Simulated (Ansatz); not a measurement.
```yaml
crystal:
  periodic: [false, false, false]
  atoms:
    - {symbol: C, position_ang: [1.302531, 0.190398, 1.099477]}
    - {symbol: C, position_ang: [0.163320, 0.009157, 0.156463]}
    - {symbol: N, position_ang: [0.233614, -0.661563, -0.984867]}
    - {symbol: C, position_ang: [1.420532, -1.311469, -1.458656]}
    - {symbol: Al, position_ang: [-1.614051, -0.236065, -1.352196]}
    - {symbol: N, position_ang: [-1.048539, 0.516107, 0.334424]}
    - {symbol: C, position_ang: [-1.428368, 1.304163, 1.470436]}
    - {symbol: H, position_ang: [1.980903, -0.661534, 1.062463]}
    - {symbol: H, position_ang: [0.949550, 0.325673, 2.121223]}
    - {symbol: H, position_ang: [1.870432, 1.082651, 0.819269]}
    - {symbol: H, position_ang: [1.742067, -2.130502, -0.803238]}
    - {symbol: H, position_ang: [1.221000, -1.743164, -2.439375]}
    - {symbol: H, position_ang: [2.263382, -0.619383, -1.571784]}
    - {symbol: H, position_ang: [-1.822334, 0.838587, -2.512023]}
    - {symbol: H, position_ang: [-2.620139, -1.466681, -1.229461]}
    - {symbol: H, position_ang: [-2.460288, 1.631964, 1.345186]}
    - {symbol: H, position_ang: [-0.811730, 2.203496, 1.584759]}
    - {symbol: H, position_ang: [-1.379481, 0.739466, 2.409797]}
basis:
  gaussian: {orbitals: STO-3G}
total_charge: 4
hamiltonian: {xc: {name: B97M-V}}
output: {forces: true}
```

```sh
$ ansatz run in.yaml --threads 2 --pin off --events-out ev --progress --plain --max-ram 32768MiB --backend cpu
```

It prints (some lines left out):

```
Functional definition: B97M-V
674 factors; integrals over basis functions are off by at most 5.8e-5 eV
mean field evaluation 1: about -13623.9112 eV, gradient 6.9e1 eV
mean field evaluation 2: about -13310.0551 eV, gradient 2.5e2 eV
mean field evaluation 4: about -13651.9467 eV, gradient 5.0e1 eV
mean field evaluation 8: about -13672.4621 eV, gradient 6.0e0 eV
mean field evaluation 16: about -13672.7154 eV, gradient 9.4e-1 eV
mean field evaluation 64: about -13671.0939 eV, gradient 1.1e-4 eV
mean field -13672.52183234 eV, -502.4559097704 hartree, gradient 2.0e-5 eV, S^2 0.000000; 6 other end points of the search recorded, 0 dependent functions left out
reference -13672.52187892 eV, -502.4559114821 hartree; 29, 29 occupied and 21, 21 virtual orbitals, 674 factors
Total energy: -13672.52187892 eV, -502.4559114821 hartree
Atom 0 at     1.302531     0.190398     1.099477 Å, force    -2.252329    -1.818590    -0.344562 eV/Å
Atom 1 at     0.163320     0.009157     0.156463 Å, force     8.178663     1.114669     6.953888 eV/Å
Atom 2 at     0.233614    -0.661563    -0.984867 Å, force    -0.848522    -2.552104    -4.804207 eV/Å
Atom 3 at     1.420532    -1.311469    -1.458656 Å, force    -2.962576    -0.063292    -2.261411 eV/Å
Atom 4 at    -1.614051    -0.236065    -1.352196 Å, force     0.275572     0.192447     0.089516 eV/Å
Atom 5 at    -1.048539     0.516107     0.334424 Å, force    -5.279622     1.530573    -0.239367 eV/Å
Atom 6 at    -1.428368     1.304163     1.470436 Å, force    -2.574285    -0.468380    -2.663982 eV/Å
Atom 7 at     1.980903    -0.661534     1.062463 Å, force     1.318765    -0.593640    -0.323347 eV/Å
Atom 8 at     0.949550     0.325673     2.121223 Å, force    -0.163500     0.807007     1.152775 eV/Å
Atom 9 at     1.870432     1.082651     0.819269 Å, force     1.738442     1.824513    -0.041844 eV/Å
Atom 10 at     1.742067    -2.130502    -0.803238 Å, force     1.336766    -1.436643     1.757609 eV/Å
Atom 11 at     1.221000    -1.743164    -2.439375 Å, force    -0.143357    -0.513752    -0.997068 eV/Å
Atom 12 at     2.263382    -0.619383    -1.571784 Å, force     2.270221     1.251428     0.476172 eV/Å
Atom 13 at    -1.822334     0.838587    -2.512023 Å, force    -0.887156     0.764207    -1.542444 eV/Å
Atom 14 at    -2.620139    -1.466681    -1.229461 Å, force    -1.535599    -1.165496    -0.450579 eV/Å
Atom 15 at    -2.460288     1.631964     1.345186 Å, force    -1.074893     0.348323    -0.041149 eV/Å
Atom 16 at    -0.811730     2.203496     1.584759 Å, force     1.836270     1.672092     0.920159 eV/Å
Atom 17 at    -1.379481     0.739466     2.409797 Å, force     0.767141    -0.893361     2.359839 eV/Å
Dipole moment:    -0.622731    -0.053763    -0.560500 e Å
```

Question: What is wrong with this run?

Answer: The charge is far from anything that the molecule holds. The calculation finished and met its thresholds. The result belongs to that input, not to the molecule as meant.
